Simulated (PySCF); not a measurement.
## Working out the ionisation energy of Rh

Rh [Kr] 4d8 5s1 (4F) → Rh⁺ [Kr] 4d8 (3F). Computed with PySCF 2.14 in x2c-TZVPPall with one added diffuse shell each of s, p, d, f type (9s7p7d3f1g, 95 functions), with the spin-free X2C one-electron Hamiltonian (Gaussian nucleus). Frozen: [Ar] 3d10. Energies in hartree (1 hartree = 27.21139 eV):

```json
{"part": "UHF", "Rh (lower)": "-4781.189398", "Rh⁺ (upper)": "-4780.957378"}
{"part": "MP2 opposite-spin", "Rh (lower)": "-0.367682", "Rh⁺ (upper)": "-0.346262"}
{"part": "MP2 same-spin", "Rh (lower)": "-0.182439", "Rh⁺ (upper)": "-0.161944"}
```

What does Hartree-Fock give?

(-4780.957378) − (-4781.189398) = 0.232020 hartree = 6.314 eV.

What do MP2 and SCS-MP2 (6/5 opposite-spin, 1/3 same-spin) give?

The opposite-spin parts differ by 0.583 eV and the same-spin parts by 0.558 eV. MP2: 6.314 + (0.583) + (0.558) = 7.455 eV. SCS-MP2: 6.314 + 1.2 × (0.583) + (0.558)/3 = 7.200 eV.

Measured between the centres of the two terms (NIST): 7.479 eV, so MP2 (valence and next inner shell) is off by -0.024 eV.

What remains against the reference includes basis incompleteness, the frozen core and correlation beyond second order.
